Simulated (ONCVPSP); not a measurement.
Pr (Z = 59): variants of one ONCV potential

Base potential:

ONCVPSP 4.0.1 input, shortened (lines: element, Z, core and valence counts, functional; n l f; lmax; l rc ep ncon nbas qcut; lloc lpopt rc5 dvloc0; l nproj debl; icmod fcfact rcfact), Wu-Cohen, scalar-relativistic:

```
  Pr 59.00    9    4  -118130      upf
    1    0    2.00
    2    0    2.00
    2    1    6.00
    3    0    2.00
    3    1    6.00
    3    2   10.00
    4    0    2.00
    4    1    6.00
    4    2   10.00
    4    3    3.00
    5    0    2.00
    5    1    6.00
    6    0    2.00
    3
    0    2.50    0.00    3    7    5.00
    1    2.05    0.00    5    9    6.00
    2    2.45    0.29    4    8    4.60
    3    1.80    0.00    3    7    9.50
    4    5    1.35   -1.00
    0    2    2.00
    1    3    0.80
    2    2    3.90
    3    3    0.40
    2    0.20    0.95
```

In the d channel the program set the typed energies aside and used 0.050, 3.950 Ha.

Cutoffs, loose and tight: the cutoffs (Ha) at which the residual kinetic energy of the hardest occupied pseudo-wave falls to 1 and 0.1 mHa per electron. They do not see the model core or the augmentation charge, which bear on the density cutoff. Test errors are all-electron minus pseudo excitation energies from the reference, over the configurations 4f3 5s2 5p6 6s1; 4f3 5s2 5p6 6s0; 4f2 5s2 5p6 6s0; 4f3 5s2 5p6 5d1 6s0. A dash means not determined; rows that change the core or the reference have their own tests.

A true bound ghost makes a file unfit for plane-wave use even where its test errors are small: the radial tests pick states by their node count and pass the ghost by.

| change | outcome | cutoff, loose | cutoff, tight | bound ghosts | GHOST(+) flags above zero | largest test error (meV) |
| --- | --- | --- | --- | --- | --- | --- |
| base | generated, projector energies reset by the program | 37 Ha | 43 Ha | s | p | tests left out (the all-electron energies of this program are off by 10 to 40 meV for near-neutral 4f atoms) |
| functional LDA (Perdew-Wang 92) | generated, projector energies reset by the program | 37 Ha | 42 Ha | s | p | tests left out (the all-electron energies of this program are off by 10 to 40 meV for near-neutral 4f atoms) |
| s: ncon 4, nbas 8 | generated, projector energies reset by the program | 37 Ha | 43 Ha | s | p | tests left out (the all-electron energies of this program are off by 10 to 40 meV for near-neutral 4f atoms) |
| p: qcut 7.1 | generated, projector energies reset by the program | 37 Ha | 43 Ha | s | p | tests left out (the all-electron energies of this program are off by 10 to 40 meV for near-neutral 4f atoms) |

**Question.** What comes out with this change to the base: s: qcut 7.2; p: qcut 8.7; d: qcut 6.7; f: qcut 13.8?

**Answer.** outcome: failed: ERROR pspot: first pseudo wave function has node, program will stop. Cause: the optimised pseudo-wave of the first projector has a node, so the radial equation cannot be inverted for a potential.

**Question.** What comes out with this change to the base: f: qcut 9.1?

**Answer.** outcome: generated, projector energies reset by the program; cutoff, loose: 35 Ha; cutoff, tight: 40 Ha; bound ghosts: s; GHOST(+) flags above zero: p; largest test error (meV): tests left out (the all-electron energies of this program are off by 10 to 40 meV for near-neutral 4f atoms).

**Question.** What comes out with this change to the base: all radii but the core radius scaled by about 0.79 (s 1.98, p 1.62, d 1.94, f 1.42 bohr); local potential polynomial inside 1.06 bohr (lpopt 5, dvloc0 -1 Ha)?

**Answer.** outcome: generated, projector energies reset by the program; cutoff, loose: 54 Ha; cutoff, tight: 174 Ha; bound ghosts: s, p, f; GHOST(+) flags above zero: p; largest test error (meV): tests left out (the all-electron energies of this program are off by 10 to 40 meV for near-neutral 4f atoms).
